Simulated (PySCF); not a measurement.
Species: C6H11Cl.
SMILES with atom numbers: `[Cl:1][CH:2]1[CH2:3][CH2:4][CH2:5][CH2:6][CH2:7]1` (hydrogens: H8 on C2; H9, H10 on C3; H11, H12 on C4; H13, H14 on C5; H15, H16 on C6; H17, H18 on C7)

Geometry (PBE0-D3(BJ)/def2-SVP, Å), atoms numbered from 1 in this order:
```xyz
18
C6H11Cl angstrom
Cl     1.8740    0.0947    1.7744
C      1.4166    0.3526    0.0366
C      0.9554   -0.9641   -0.5706
C     -0.3833   -1.4263   -0.0062
C     -1.4478   -0.3398   -0.1267
C     -0.9903    0.9675    0.5135
C      0.3460    1.4298   -0.0555
H      2.3465    0.6934   -0.4391
H      1.7333   -1.7291   -0.4262
H      0.8643   -0.8011   -1.6602
H     -0.2459   -1.6919    1.0554
H     -0.7065   -2.3443   -0.5219
H     -2.3901   -0.6800    0.3318
H     -1.6701   -0.1640   -1.1955
H     -0.8790    0.8262    1.6017
H     -1.7493    1.7533    0.3734
H      0.6963    2.3460    0.4436
H      0.2302    1.6753   -1.1274
```

Theory: PBE0-D3(BJ)/def2-SVP geometry optimisation, gas phase in PySCF.

Take the most abundant isotopes and a rigid rotor. The values belong to one conformer with, in the numbering `[Cl:1][CH:2]1[CH2:3][CH2:4][CH2:5][CH2:6][CH2:7]1`, Cl1–C2–C3–C4 70°, C2–C3–C4–C5 53°, C3–C4–C5–C6 -54°, C4–C5–C6–C7 55°.

(1) What are A, B and C (MHz)?

(2) What kind of rotor is it?

(3) What does the inertial defect say?

(4) List the rotational levels J(Ka,Kc) to J = 5 (MHz).

(5) Predict some low-J microwave lines.

Answers

(1) Ia = 157.25, Ib = 284.54, Ic = 331.49 u·Å²; 505379 MHz·u·Å²/I gives A = 3214, B = 1776, C = 1525 MHz.

(2) An asymmetric top: κ = (2 × 1776 − 3214 − 1525)/(3214 − 1525) = -0.70.

(3) Not planar: Δ = Ic − Ia − Ib = -110.30 u·Å². For a rigid frame Δ = −2 Σ m c², so Σ m c² = 55.15 u·Å² lies off the ab plane: 16.41 from hydrogen and 38.74 from heavier atoms. The atom farthest from that plane is 1.79 Å away.

(4) Above 0(0,0):
J = 1: 1(0,1) 3301, 1(1,1) 4738, 1(1,0) 4990
J = 2: 2(0,2) 9872, 2(1,2) 11088, 2(1,1) 11843, 2(2,1) 16156, 2(2,0) 16186
J = 3: 3(0,3) 19656, 3(1,3) 20595, 3(1,2) 22102, 3(2,2) 26058, 3(2,1) 26206, 3(3,1) 33893, 3(3,0) 33895
J = 4: 4(0,4) 32580, 4(1,4) 33241, 4(1,3) 35740, 4(2,3) 39237, 4(2,2) 39664, 4(3,2) 47150, 4(3,1) 47166, 4(4,1) 58045, 4(4,0) 58045
J = 5: 5(0,5) 48578, 5(1,5) 49005, 5(1,4) 52716, 5(2,4) 55674, 5(2,3) 56605, 5(3,3) 63735, 5(3,2) 63798, 5(4,2) 74616, 5(4,1) 74617, 5(5,1) 88624, 5(5,0) 88624
The levels of one J sum to (2J + 1)J(J + 1)(A + B + C)/3.

(5) The dipole components are |μa| = 1.47 D, |μb| = 0.00 D, |μc| = 1.26 D; the mirror of this Cs structure is the ac plane, so μb vanishes by symmetry and there are no b-type lines. The squared components, which scale the intensities, stand as 1.00 : 0.73 (a : c). Some lines, for components of 0.1 D or more:

```csv
type,branch,"J(Ka,Kc)",MHz,lower level (cm⁻¹)
c,Q,"4(1,4) ← 4(0,4)",661,1.087
a,Q,"2(1,1) ← 2(1,2)",755,0.370
c,Q,"4(2,3) ← 4(1,3)",3497,1.192
c,Q,"3(2,2) ← 3(1,2)",3956,0.737
c,R,"1(1,0) ← 0(0,0)",4990,0.000
a,R,"2(1,1) ← 1(1,0)",6853,0.166
a,R,"3(0,3) ← 2(0,2)",9784,0.329
a,R,"3(1,2) ← 2(1,1)",10259,0.395
c,R,"3(1,2) ← 2(0,2)",12230,0.329
a,R,"4(3,2) ← 3(3,1)",13257,1.131
a,R,"4(2,2) ← 3(2,1)",13458,0.874
a,R,"4(1,3) ← 3(1,2)",13638,0.737
c,R,"3(2,1) ← 2(1,1)",14363,0.395
c,R,"3(3,1) ← 2(2,1)",17737,0.539
c,R,"4(4,0) ← 3(3,0)",24150,1.131
```

No PBE0-D3(BJ)/def2-SVP frequencies stand behind this structure, so it isn't proved a minimum. Zero-point vibration and centrifugal distortion are left out. Quadrupole hyperfine structure (35Cl) is left out.
